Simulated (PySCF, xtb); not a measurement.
C4H7BN2, SMILES CB1C=NCN=C1. Other conformers were not sampled.

Harmonic wavenumbers (cm⁻¹) from GFN2-xTB (xtb) at its own minimum, in rising order: 25, 67, 215, 268, 338, 432, 475, 518, 690, 758, 825, 835, 863, 878, 960, 977, 1027, 1140, 1162, 1167, 1236, 1306, 1319, 1379, 1381, 1472, 1491, 1609, 1640, 2874, 2915, 2977, 2980, 2986, 3028, 3032.

Question: What does PBE-D3(BJ)/def2-SVP in PySCF give at its own minimum? (Estimate from the structure and the level; the computed values follow.)

Answer: 49, 70, 251, 310, 323, 445, 477, 521, 671, 702, 808, 867, 888, 908, 945, 975, 1013, 1130, 1191, 1196, 1255, 1265, 1268, 1335, 1362, 1364, 1391, 1586, 1600, 2925, 2940, 2943, 2969, 2973, 3020, 3067. Paired by order, the mean absolute difference is 29 cm⁻¹ and the zero-point energies are 67.5 and 67.2 kcal/mol.
